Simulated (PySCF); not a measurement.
Molecular orbitals of AlI⁻

ωB97X at R = 2.816 Å; PySCF, scalar-relativistic core potentials, basis sets Al def2-SVPD, I def2-SVPD with ECP28. State: ²Π (doublet), unpaired electrons π ↑. Only the outer orbitals are listed, counted within each symmetry, core potentials removing the inner ones.

```
spin  orbital  occ.  ε (eV)  on Al (%)           main shells (%)
   α       7σ     1  -16.52          2                    98 I s
   α       8σ     1   -7.42         60           59 Al s, 39 I p
   α       4π     1   -4.89          5                    95 I p
   α       4π     1   -4.83          3                    97 I p
   α       9σ     1   -4.01         54  47 I p, 40 Al s, 13 Al p
   α       5π     1   -0.80         91                   89 Al p
   α       5π     0    4.59         75           71 Al p, 17 I p
   β       7σ     1  -16.48          2                    98 I s
   β       8σ     1   -6.84         46           53 I p, 44 Al s
   β       4π     1   -4.82          3                    97 I p
   β       4π     1   -4.70          3                    97 I p
   β       9σ     1   -3.51         68  55 Al s, 33 I p, 12 Al p
   β       5π     0    4.59         71    66 Al p, 21 I p, 8 I d
   β       5π     0    4.81         57    52 Al p, 34 I p, 8 I d
```

Problem. Which are the highest filled and the lowest empty level, where do they sit, and how wide is the gap?

Solution. Highest filled α 5π at -0.80 eV (in %: 89 Al p); lowest empty α 5π at 4.59 eV (in %: 71 Al p, 17 I p); the gap at ωB97X is 5.39 eV. Both belong to one degenerate shell, split only by its one-sided filling, so this is no excitation gap. An empty level above zero is unbound, and its energy depends on the basis.

```
bond order (Mayer)                                                                                                : 0.59
⟨S²⟩                                                                                                              : 0.757
charge on Al (Mulliken, basis-dependent)                                                                          : -0.37
charge on Al (Löwdin, basis-dependent)                                                                            : -0.43
dipole moment (positive dipole points towards I; it is taken about the centre of mass and depends on that origin) : 4.68 D
```

Spin–orbit coupling is left out. The state was picked by a PBE0 search and need not be the measured ground state.
